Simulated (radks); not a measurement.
The numbers below are computed, except where a source is named.
Question: Zr20+, configuration [Ar] 3d2. Level of theory: non-relativistic Kohn-Sham, PBE, spin-polarised, spherical densities, point nucleus; open shells are filled with parallel spins first (spin-orbit coupling, left out, can overturn this in heavy ions); relativity is left out, which matters for an element this heavy (a radial shooting solver on a logarithmic mesh with Libxc functionals). Some entries of the table are withheld. Estimate them.

| orbital | occ. | eigenvalue (eV) | <r> (bohr) |
|---|---|---|---|
| 1s up | 1 | -18178.36 | 0.03815 |
| 1s down | 1 | -18178.33 | 0.03815 |
| 2s up | 1 | -3129.580 | 0.1664 |
| 2s down | 1 | -3124.614 | 0.1662 |
| 2p up | 3 | (1) | 0.1429 |
| 2p down | 3 | (2) | 0.1427 |
| 3s up | 1 | -1022.951 | 0.4283 |
| 3s down | 1 | -1017.341 | 0.4293 |
| 3p up | 3 | -952.2676 | 0.4161 |
| 3p down | 3 | -946.3341 | 0.4173 |
| 3d up | 2 | -834.6283 | 0.3752 |
| 3d down | 0 | -827.3835 | 0.3767 |

Answer: 
(1) 2p up eigenvalue (eV): -2934.703
(2) 2p down eigenvalue (eV): -2931.117
